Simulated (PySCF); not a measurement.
**ClTeN: from structure and modes to constants**

All numbers come from PBE0/[Te def2-TZVP with ECP28, N def2-TZVP, Cl def2-TZVP], scalar-relativistic core potentials, density fitting, no spin–orbit coupling, PySCF.

The singlet minimum has Cs symmetry. Masses (u): Te 129.90622, N 14.00307, Cl 34.96885.

```xyz
3
charge 0 multiplicity 1, angstrom
Te    0.0000   -0.4401    0.0000
N     1.7925   -0.5557    0.0000
Cl   -0.7177    1.8572    0.0000
```

Harmonic wavenumbers (cm⁻¹): 191.2 (a', ×1), 324.7 (a', ×1), 948.3 (a', ×1).

(1) Find the principal moments of inertia and the rotational constants. What kind of rotor is it?

(2) What is the harmonic zero-point energy?

(3) Find the vibrational entropy and heat capacity at 298.15 K.

## Answers

(1) About the centre of mass I = 31.959, 181.14, 213.1 u Å². With B = 16.8576/I this gives 0.5275, 0.09306, 0.07911 cm⁻¹. The molecule is an asymmetric top with κ = -0.94.

(2) Half the sum of all 3 wavenumbers, 1464/2 = 732 cm⁻¹, which is 8.8 kJ/mol (1 cm⁻¹ = 0.0119627 kJ/mol).

(3) With u = 1.43878 ω/T, each mode gives S = R[u/(eᵘ−1) − ln(1−e⁻ᵘ)] and C = R u² eᵘ/(eᵘ−1)².
| ω (cm⁻¹) | u | S (J/(mol K)) | C (J/(mol K)) |
| --- | --- | --- | --- |
| 191.2 | 0.923 | 9.27 | 7.75 |
| 324.7 | 1.567 | 5.38 | 6.80 |
| 948.3 | 4.576 | 0.48 | 1.83 |
The sums over all modes are S = 15.1 and C = 16.4 J/(mol K); the softest mode gives 61 % of the entropy.

Only a few start shapes were tried, so a lower isomer may exist.
